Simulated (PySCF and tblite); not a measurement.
Results of a calculation; reference values are marked as such.
C₅H₂FNO, numbered as in [CH2:1]=[C:2]1[O:3][C:4]([F:5])=[C:6]1[C:7]#[N:8].

First level. The ensemble was built from 45 distance-geometry starts (ETKDG and KDG, MMFF94s, GFN2-xTB) and rests on GFN2-xTB geometries. Weights use PBE0-D3(BJ)/def2-SVP (IEF-PCM, cyclohexane) energies plus GFN2-xTB zero-point and thermal terms (modes under about 100 cm⁻¹ blended into free rotors). Symmetry numbers and mirror images are counted. Conformers within 2.5 kcal/mol (GFN2-xTB free energy) were kept, 5 at most. GIAO shieldings: wB97X-D/pcSseg-1 (IEF-PCM, cyclohexane). Shifts are against TMS (¹H), TMS (¹³C) at the same level; of two unlike H on one atom, a is the less shielded. Programs: PySCF with density fitting and tblite.

It gives, at 298.15 K, with 1 conformer (largest weight 100 %): ¹H: 5.64 (H1a, 1H), 5.50 (H1b, 1H) ppm. ¹³C: 181.2 (C4), 156.3 (C2), 114.3 (C7), 100.5 (C1), 69.7 (C6) ppm.

Second level: GFN2-xTB geometries, energies M06-2X/def2-SVPD, shieldings PBE0/pcseg-1, on up to 5 of the same conformers.

Task: How do the averaged shifts change?

Result: 
```csv
signal,first,second,change (ppm)
H1a,5.64,5.50,-0.14
H1b,5.50,5.35,-0.16
C1,100.5,96.5,-4.0
C2,156.3,157.3,1.1
C4,181.2,175.0,-6.2
C6,69.7,74.6,5.0
C7,114.3,106.7,-7.5
```

Shifts are unscaled: against experiment ¹³C can be off by 15 ppm or more and ¹H by 0.8 ppm.
